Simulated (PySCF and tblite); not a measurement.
Values are calculated unless marked as measured or tabulated.
2 regioisomers of C₅H₁₀Se:

| isomer | SMILES |
| --- | --- |
| A | [CH3:1][C@@H:2]1[CH2:3][CH2:4][CH2:5][Se:6]1 |
| B | [CH3:1][C@@H:2]1[CH2:3][CH2:4][Se:5][CH2:6]1 |

Protocol: conformer search, at most 6 conformers an isomer, GFN2-xTB geometries, energies PBE0/pcSseg-1 (D3(BJ) added where defined), GIAO shieldings PBE0/pcSseg-1, weights at 298.15 K with GFN2-xTB thermal terms. Programs: PySCF with density fitting and tblite.

Q: What shifts does each isomer give (ppm; of two unlike H on one atom, a is the less shielded)?

A: 
A: ¹H (against TMS): 3.74 (H2, 1H), 3.08 (H5a, 1H), 2.89 (H5b, 1H), 2.06 (H4a, 1H), 1.97 (H3a, 1H), 1.92 (H4b, 1H), 1.49 (H3b, 1H), 1.44 (H1, 3H). ¹³C (against TMS): 51.7 (C2), 44.0 (C3), 37.0 (C5), 35.5 (C4), 25.9 (C1). ⁷⁷Se (against Me2Se): 306.4 (Se6).

B: ¹H (against TMS): 3.00 (H4a, 1H), 2.97 (H6a, 1H), 2.90 (H4b, 1H), 2.53 (H6b, 1H), 2.17 (H2, 1H), 1.88 (H3a, 1H), 1.56 (H3b, 1H), 1.11 (H1, 3H). ¹³C (against TMS): 43.3 (C2), 42.8 (C3), 41.5 (C6), 33.7 (C4), 20.1 (C1). ⁷⁷Se (against Me2Se): 159.7 (Se5).

Spin–orbit effects of the heavy atoms on shieldings are missing. Shifts are unscaled: against experiment ¹³C can be off by 15 ppm or more and ¹H by 0.8 ppm.
